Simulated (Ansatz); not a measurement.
Consider the heterolysis of the Al–Cl bond: `[CH3][Al]([CH3])[Cl]` → `[CH3][Al+][CH3]` + Cl⁻.

Calculated with Ansatz (gas phase, PBE0-D4/def2-TZVP geometries, no zero-point term in ΔE). CCSD(T)/CBS is the MP2 limit (def2-TZVPP, def2-QZVPP) plus CCSD(T) − MP2 in def2-TZVPP, frozen cores. This one scheme is used for every species, atoms too. DFT in def2-TZVPP. Anions take the def2 sets with diffuse functions and neutrals don't, so finite-basis rows favour the anion.

```
               species  BHLYP energy (Eh)
`[CH3][Al]([CH3])[Cl]`         -782.54708
     `[CH3][Al+][CH3]`         -321.97874
                   Cl⁻         -460.28258
```

Q: Work out ΔE.

A: ΔE = (-321.97874) + (-460.28258) − (-782.54708) = 0.28576 Eh = +7.78 eV. CCSD(T)/CBS gives +8.01 eV.

Largest T1 diagnostic among the species: 0.010.

In def2-TZVPP, CCSD(T) changes the Hartree–Fock value by +0.22 eV (the triples alone add +0.01 eV) and MP2 by +0.22 eV. From BLYP to BHLYP (50 % exact exchange), in def2-TZVPP and without D4, ΔE moves by +0.33 eV. At CCSD(T), def2-SVP lies −0.96 eV from the extrapolated value and def2-TZVPP −0.11 eV.
